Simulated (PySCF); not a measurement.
Static response to an electric field

Species: C5H6F2Si2.
Cartesian coordinates in Å at the GFN2-xTB level; atoms count from 1:
```
atom  x, y, z in Å
C1    -3.993    0.166    0.352
C2    -2.892   -0.012   -0.096
Si3   -1.194   -0.210   -0.801
F4    -1.450   -1.103   -2.138
C5     0.067   -1.030    0.364
C6     1.099   -0.172    0.378
C7     2.369   -0.347    1.130
F8     3.109    0.818    1.121
Si9    0.605    1.275   -0.776
H10   -4.961    0.303    0.743
H11    0.043   -1.955    0.923
H12    2.199   -0.601    2.183
H13    3.003   -1.116    0.670
H14    0.489    2.564   -0.090
H15    1.501    1.428   -1.927
```

Level: CAM-B3LYP/def2-SVPD (PySCF), static field, nuclei fixed, core orbitals frozen in the response. The polarisability tensor in these axes (au):

```
x   141.04   7.02  -0.23
y     7.02  95.06  -5.88
z    -0.23  -5.88  88.46
```

Q: Give the principal values, the mean and the anisotropy Δα = √{½[(α1 − α2)² + (α2 − α3)² + (α1 − α3)²]}.

A: Principal values 84.81, 97.65 and 142.11 au; mean 108.19 au = 16.03 Å³ = 17.84 × 10⁻⁴⁰ C²·m²/J; Δα = 52.09 au (48 % of the mean).

Q: What is the dipole moment, and where does it point?

A: (-0.58, -0.27, 1.58) D, 1.71 D in size, pointing from the negative to the positive side. Measured along this direction, the outermost atoms are H15 at the negative end and H10 at the positive end.

Q: Orientational against electronic polarisability at 273 K (dilute gas, rigid molecules)?

A: In Gaussian units μ²/3kT = 25.87 Å³ against 16.03 Å³, a ratio of 1.61; the Debye molar polarisation (4π/3)N_A(α + μ²/3kT) is 105.7 cm³/mol, leaving out the vibrational part.

Q: In TDDFT the mean static polarisability is Σ f/ω² over all singlet excitations (ω in hartree). How much of it do the 8 lowest give? Their energies (eV) and oscillator strengths: 5.57, 0.0022; 5.96, 0.0035; 5.99, 0.0010; 6.15, 0.0087; 6.29, 0.0262; 6.47, 0.1072; 6.70, 0.0773; 6.95, 0.0202.

A: They add up to 4.29 au, 4.0 % of the 108.19 au; the largest single term is 1.90 au, from the state at 6.47 eV. Terms in order: 0.05, 0.07, 0.02, 0.17, 0.49, 1.90, 1.28, 0.31 au. Higher excitations give the rest. The strengths listed sum to 0.246.

Q: Along which axes do the principal values lie, and how far do the nuclei extend along each?

A: Largest value along (0.99, 0.15, -0.02), where the nuclei span 8.05 Å; middle along (-0.14, 0.84, -0.53), 4.25 Å; least along (-0.06, 0.53, 0.85), 3.69 Å. The response follows the extents in order.

Q: What molar refraction does this α imply?

A: Lorentz–Lorenz: R = (4π/3)N_A α = 2.5225 cm³/(mol·Å³) × 16.03 Å³ = 40.4 cm³/mol, in the limit of long wavelengths.

Q: Traceless (Buckingham) quadrupole moment about the centre of nuclear charge: eigenvalues?

A: -18.43, 5.59, 12.83 D·Å. The values depend on the origin, since the dipole doesn't vanish. The electronic extent ⟨r²⟩ about the same centre is 1956 bohr², a root-mean-square distance of 2.58 Å for the 82 electrons.

Geometry: GFN2-xTB, one conformer, isolated molecule.
